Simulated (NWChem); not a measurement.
System: boric acid (H$_{3}$BO$_{3}$); SMILES OB(O)O

```xyz
7

O     -0.9601     0.9994     0.0000
B     -0.0379     0.0018     0.0000
O      1.2931     0.3441     0.0000
O     -0.5147    -1.2776     0.0000
H     -0.5347     1.8615     0.0000
H      1.9080    -0.3925     0.0000
H      0.1585    -1.9602     0.0000
```
Atoms are numbered in this order, from 1.

Program: NWChem. Geometry: optimised at PBE0/def2-SVP. Static field.

Question: Order these by “isotropic polarisability (bohr³)”, lowest first: B3LYP/def2-SVPD; Hartree-Fock/def2-SVPD; PBE/def2-SVPD.

Answer: Hartree-Fock/def2-SVPD (24.0), B3LYP/def2-SVPD (28.1), PBE/def2-SVPD (29.7)
